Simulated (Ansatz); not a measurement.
A series at B: from `OB(O)O`, ligands are replaced one by one, each step taking up CH₃OH and setting free H₂O; n counts the steps. Ansatz, PBE0-D4/def2-TZVP geometries. Each molecule was computed in one conformer, which needn't be the lowest.

CBS adds triple-zeta CCSD(T) − MP2 to the MP2 limit, frozen cores; atoms without spin–orbit coupling. 

| n | molecule | atomization energy, CCSD(T)/CBS (kJ/mol) |
| --- | --- | --- |
| 0 | `OB(O)O` | ? |
| 1 | `COB(O)O` | 4250.0 |
| 2 | `COB(O)OC` | 5424.7 |
| 3 | `COB(OC)OC` | 6601.3 |

Problem. By hand: fit a straight line y = ȳ + b (n − n̄) to the 3 given rows and predict n = 0.

Solution. n̄ = 2.000, ȳ = 5425.33; Σ(n − n̄)(y − ȳ) = 2351.30, Σ(n − n̄)² = 2.000, so b = 1175.65 kJ/mol a step. Prediction: 5425.33 + (1175.65) × (-2.000) = 3074.0 kJ/mol.

Problem. By hand: compare with the computed value, 3074.3 kJ/mol, and give the steps along the whole series.

Solution. The line misses by 0.3 kJ/mol (computed minus predicted). Steps: 1175.7, 1174.7, 1176.6 kJ/mol.

The steps differ by at most 1.9 kJ/mol, 0.2 % of a mean step, so the ligands' effects nearly add and a line is close. The miss is 0.0 % of the series' range. The energies themselves are unsure by some kJ/mol a bond, though much of that is common to the series.
